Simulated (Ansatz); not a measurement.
Abridged output of a molecular run in Ansatz:

```
Functional definition: HF
1440 factors; integrals over basis functions are off by at most 5.6e-4 eV
mean field evaluation 1: about -134646.5737 eV, gradient 2.2e1 eV
mean field evaluation 2: about -134646.8135 eV, gradient 2.3e1 eV
mean field evaluation 4: about -134648.5778 eV, gradient 3.2e0 eV
mean field evaluation 8: about -134648.6180 eV, gradient 2.4e-1 eV
mean field -134648.61839958 eV, -4948.2454580731 hartree, gradient 5.9e-6 eV, S^2 0.000000; 0 other end points of the search recorded, 0 dependent functions left out
28 core orbitals not correlated: weight in the atoms' cores, before any rotation towards them, 1.000 or more for the frozen orbitals, at most 0.000 for the correlated occupied ones
reference -134648.61839958 eV, -4948.2454580731 hartree; 22, 22 occupied and 186, 186 virtual orbitals, 1440 factors
second order -23.13487022 eV of doubles, -0.00000000 eV of singles
cycle   1  -23.25618112 eV  change   -1.2e-1 eV  update   1.2e-1
cycle   2  -24.02342523 eV  change   -7.7e-1 eV  update   3.3e-2
cycle   3  -24.11322356 eV  change   -9.0e-2 eV  update   1.5e-2
cycle   4  -24.09986792 eV  change    1.3e-2 eV  update   3.2e-3
cycle   5  -24.10017169 eV  change   -3.0e-4 eV  update   1.2e-3
cycle   6  -24.09992970 eV  change    2.4e-4 eV  update   4.4e-4
cycle   7  -24.09985156 eV  change    7.8e-5 eV  update   1.6e-4
cycle   8  -24.09993894 eV  change   -8.7e-5 eV  update   6.5e-5
cycle   9  -24.09995148 eV  change   -1.3e-5 eV  update   1.8e-5
perturbative correction -1.10443857 eV, -0.0405873689 hartree
Total energy: -134673.82278963 eV, -4949.1717023233 hartree
```

Its atoms:

Z-matrix (Å, degrees):
```
Ge
S 1 2.232
Ge 1 2.945 2 48.7
S 1 2.232 2 97.5 3 -0.1
H 1 1.537 2 112.0 3 -117.4
H 1 1.537 2 112.0 3 117.3
H 3 1.537 1 124.6 2 -89.9
H 3 1.537 1 124.5 2 90.1
```

**Question.** Which basis set was used?
A. def2-TZVPP
B. def2-SVP
C. def2-SVPD
D. def2-QZVPP

**Answer.** A. It gives 236 functions.

**Question.** Write the keys of the input that set method, charge and spin (a neutral closed shell needs none for the last two).

**Answer.** 
```yaml
correlation: {method: ccsd_t}
```
